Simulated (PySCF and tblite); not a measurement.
Values are calculated unless marked as measured or tabulated.
System: 3-hydroxybenzaldehyde, C₇H₆O₂, numbered as in [O:1]=[CH:2][c:3]1[cH:4][cH:5][cH:6][c:7]([OH:8])[cH:9]1.

Motion: rotation about the C7–O8 bond (torsion C6–C7–O8–H from 180° to 360°, rising). GFN2-xTB gives an electronic barrier of 6.5 kcal/mol and a reaction energy of 0.9 kcal/mol.

What does B3LYP/pcSseg-1 + D3(BJ) give on GFN2-xTB geometries?

A barrier of 4.5 kcal/mol, 2.0 below the tight-binding barrier (from unrounded values), a reaction energy of 0.9 kcal/mol and, with GFN2-xTB thermal terms, ΔG‡(298 K) = 3.7 kcal/mol and k = 2.2×10¹⁰ s⁻¹ (2 equivalent paths).

Programs: tblite and PySCF.
